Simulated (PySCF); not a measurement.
CaF2, charge +1, doublet, geometry from GFN2-xTB (such geometries of metal compounds can be far from the true shape) (a state made from the parent by changing its charge; the spin is typed, not shown lowest); B3LYP/def2-SVP in PySCF.

Here is a job for PySCF.
```python
from pyscf import gto, scf, dft

mol = gto.Mole()
mol.atom = '''
    Ca    0.61694194   -0.10118126   -0.23165458
    F    -0.86529860    1.21163076   -0.70157681
    F    -0.50568349   -0.98678353    1.21636477
'''
mol.basis = 'def2-svp'
mol.charge = 1
mol.spin = 1
mol.verbose = 5
mol.build()

mf = dft.UKS(mol)
mf.xc = 'b3lyp'
mf.kernel()
mf.analyze()
```

What the program printed (banner, timings and long lists left out):

```
PySCF version 2.14.0

[INPUT] verbose = 5
[INPUT] max_memory = 4000
[INPUT] num. atoms = 3
[INPUT] num. electrons = 37
[INPUT] charge = 1
[INPUT] spin (= nelec alpha-beta = 2S) = 1
[INPUT] symmetry False subgroup None
[INPUT] Mole.unit = angstrom
[INPUT] Symbol           X                Y                Z      unit          X                Y                Z       unit  Magmom
[...]
[INPUT] ---------------- BASIS SET ----------------
[INPUT] l, kappa, [nprim/nctr], expnt,             c_1 c_2 ...
[INPUT] Ca
[...]
                                5276.4111348      0.030234243552
                                1200.4692589      0.14952019681
                                338.71810542      0.51597345713
                                109.85385922      1.0339510296
                                37.608880299      0.76937933526
[...]
                                8.2407705688      1.6796092142
                                3.2959812993      1.2803766016
[...]
                                0.84187220515     0.025382375978
                                0.36510294029     0.016512171511
[...]
                                96.935786224      0.14730276362
                                30.372154659      0.54887167322
                                10.68477683       1.0440659818
                                3.882125835       0.68653490684
[...]
                                0.6918905653      1.3409296599
                                0.26364024096     0.56391989435
[...]
                                1.3177128032      0.26052853169
                                0.32188682649     0.4523383638
[...]
[INPUT] F
[...]
                                435.4193912       -0.039904258866
                                98.843328866      -0.17912768038
                                27.485198001      -0.46758090825
                                8.5405498171      -0.4465313102
[...]
                                4.9872339257      -0.23754317067
                                1.3491613954      -0.51287353587
[...]
nuclear repulsion = 108.194060447933
number of shells = 22
number of NR pGTOs = 109
number of NR cGTOs = 52
basis = def2-svp
ecp = {}

******** <class 'pyscf.dft.uks.UKS'> ********
method = UKS
initial guess = minao
damping factor = 0
level_shift factor = 0
DIIS = <class 'pyscf.scf.diis.CDIIS'>
diis_start_cycle = 1
diis_space = 8
diis_damp = 0
SCF conv_tol = 1e-09
SCF conv_tol_grad = None
SCF max_cycles = 50
direct_scf = True
[...]
converged SCF energy = -876.789617459607  <S^2> = 0.76198925  2S+1 = 2.0119535
Total Energy =                        -876.789617459607257
[...]
spin_pop of  0 Ca 3s       -0.00000
spin_pop of  0 Ca 4s       -0.00315
spin_pop of  0 Ca 5s       -0.00036
spin_pop of  0 Ca 2px      -0.00000
spin_pop of  0 Ca 2py       0.00000
spin_pop of  0 Ca 2pz      -0.00000
spin_pop of  0 Ca 3px       0.00001
spin_pop of  0 Ca 3py       0.00004
spin_pop of  0 Ca 3pz       0.00003
spin_pop of  0 Ca 4px      -0.00263
spin_pop of  0 Ca 4py       0.00066
spin_pop of  0 Ca 4pz       0.00006
spin_pop of  0 Ca 3dxy     -0.00209
spin_pop of  0 Ca 3dyz     -0.00519
spin_pop of  0 Ca 3dz^2    -0.00251
spin_pop of  0 Ca 3dxz     -0.00400
spin_pop of  0 Ca 3dx2-y2   -0.00784
spin_pop of  0 Ca 4dxy     -0.00037
spin_pop of  0 Ca 4dyz     -0.00359
spin_pop of  0 Ca 4dz^2    -0.00156
spin_pop of  0 Ca 4dxz     -0.00214
spin_pop of  0 Ca 4dx2-y2   -0.00581
spin_pop of  1 F 1s       -0.00000
spin_pop of  1 F 2s        0.00152
spin_pop of  1 F 3s       -0.00034
spin_pop of  1 F 2px       0.14932
spin_pop of  1 F 2py       0.10625
spin_pop of  1 F 2pz       0.26504
spin_pop of  1 F 3px      -0.00042
spin_pop of  1 F 3py      -0.00039
spin_pop of  1 F 3pz      -0.00069
spin_pop of  1 F 3dxy     -0.00002
spin_pop of  1 F 3dyz      0.00003
spin_pop of  1 F 3dz^2    -0.00001
spin_pop of  1 F 3dxz      0.00002
spin_pop of  1 F 3dx2-y2   -0.00000
spin_pop of  2 F 1s       -0.00000
spin_pop of  2 F 2s        0.00152
spin_pop of  2 F 3s       -0.00034
spin_pop of  2 F 2px       0.26469
spin_pop of  2 F 2py       0.22166
spin_pop of  2 F 2pz       0.03410
spin_pop of  2 F 3px      -0.00064
spin_pop of  2 F 3py      -0.00062
spin_pop of  2 F 3pz      -0.00024
spin_pop of  2 F 3dxy      0.00002
spin_pop of  2 F 3dyz      0.00002
spin_pop of  2 F 3dz^2     0.00000
spin_pop of  2 F 3dxz     -0.00002
spin_pop of  2 F 3dx2-y2    0.00000
 ** Mulliken Spin Density (per atom)  **
spin density of  0 Ca =     -0.04046
spin density of  1 F =      0.52031
spin density of  2 F =      0.52015
 ** Mulliken pop alpha/beta on meta-lowdin orthogonal AOs **
 ** Mulliken pop       alpha | beta **
In total            19.00000 | 18.00000
 ** Mulliken atomic charges   ( Nelec_alpha | Nelec_beta ) **
charge of  0Ca =      1.71777  (     9.12089      9.16134 )
charge of  1F =     -0.35883  (     4.93957      4.41926 )
charge of  2F =     -0.35894  (     4.93954      4.41939 )

WARN: System has nonzero charge 1; the dipole moment is origin-dependent.
Location of origin: [0. 0. 0.]

Dipole moment(X, Y, Z, Debye):  6.66558, -1.09278, -2.50320
```
